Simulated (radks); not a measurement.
Values are calculated unless marked as measured or tabulated.
Q: Ionisation of P+, [Ne] 3s2 3p2, to P2+, [Ne] 3s2 3p1, under several functionals. Scalar-relativistic Kohn-Sham, spin-polarised, spherical densities, finite nucleus; open shells are filled with parallel spins first; a radial shooting solver on a logarithmic mesh with Libxc functionals. Known Delta-SCF values: LDA (Slater exchange, Perdew-Zunger correlation) 19.827 eV; exchange-only LDA 18.854 eV; RPBE 19.866 eV. What does XLYP give, and what is its highest occupied eigenvalue?

A: 19.653 eV by Delta-SCF; the 3p eigenvalue is -14.758 eV. NIST: 19.769 eV (semi-empirical).
